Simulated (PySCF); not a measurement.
C₈H₁₅N.
Numbering: `[CH2:1]=[C:2]1[CH2:3][C@H:4]1[CH2:5][NH:6][CH2:7][CH2:8][CH3:9]`

Structure used (GFN2-xTB), in Å, numbered top down from 1:
```
atom  x, y, z in Å
C1    -4.2372    0.9781   -0.8065
C2    -3.2971    0.1698   -0.3915
C3    -2.6930   -1.1649   -0.4226
C4    -2.0758   -0.0376    0.3909
C5    -0.7671    0.5763   -0.0514
N6     0.3440   -0.1876    0.4847
C7     1.6413    0.3075    0.0687
C8     2.7528   -0.5771    0.6247
C9     4.1344   -0.0245    0.2994
H10   -5.0174    0.6465   -1.4735
H11   -4.2747    2.0093   -0.4936
H12   -2.1917   -1.4771   -1.3290
H13   -3.1818   -1.9751    0.0998
H14   -2.1657   -0.1032    1.4691
H15   -0.7441    0.6408   -1.1556
H16   -0.6858    1.5963    0.3410
H17    0.2459   -1.1605    0.2055
H18    1.7343    0.3714   -1.0323
H19    1.7468    1.3228    0.4653
H20    2.6537   -1.5821    0.2068
H21    2.6253   -0.6527    1.7056
H22    4.2584    0.9679    0.7271
H23    4.2740    0.0478   -0.7774
H24    4.9088   -0.6725    0.7031
```

NICS = −σ at a ghost point: NICS(0) at the centroid of the ring atoms, NICS(1) 1 Å to either side along the normal of their mean plane, zz for the tensor component along that normal. Level: GIAO PBE0/pcSseg-1 (PySCF, non-relativistic, gas phase) on the GFN2-xTB geometry, one conformer.

Ring bond lengths (Å), with Mayer bond orders in brackets: C2–C3 1.465 (0.93), C3–C4 1.521 (0.94), C4–C2 1.465 (0.89).

Question: Give the NICS values of each ring in ppm.

Answer: 
| ring | type | NICS(0) | NICS(1), two faces | NICS(1)zz, two faces | rms pucker (Å) | centre to ring atoms, mean (Å) |
| --- | --- | --- | --- | --- | --- | --- |
| C2–C3–C4 | 3-membered carbocycle; formal bonds all single | -30.5 | -8.0 / -7.8 | -20.1 / -17.9 | 0.00 | 0.86 |

Question: What do they say, and how far can they be read as aromaticity?

Answer: 
- C2–C3–C4: mean NICS(1)zz -19.0 ppm, shielded. C3, C4 have four or more neighbours; no verdict on aromaticity is drawn. NICS(0) lies 23 ppm below the mean NICS(1).

Question: At the second NICS(1) probe listed for ring C2–C3–C4, 1 Å off the ring, how large is the induced field along the normal in 7.05 T applied along it?

Answer: NICSzz × B0 = -17.9 ppm × 7.05 T = -126 μT, against the applied field.

Question: List the ring angles and the Hirshfeld charges of the ring atoms.

Answer: 
- C2–C3–C4: C2 62.5° (-0.005 e), C3 58.7° (-0.093 e), C4 58.7° (-0.041 e); sum 180.0° against 180° for a flat convex ring.
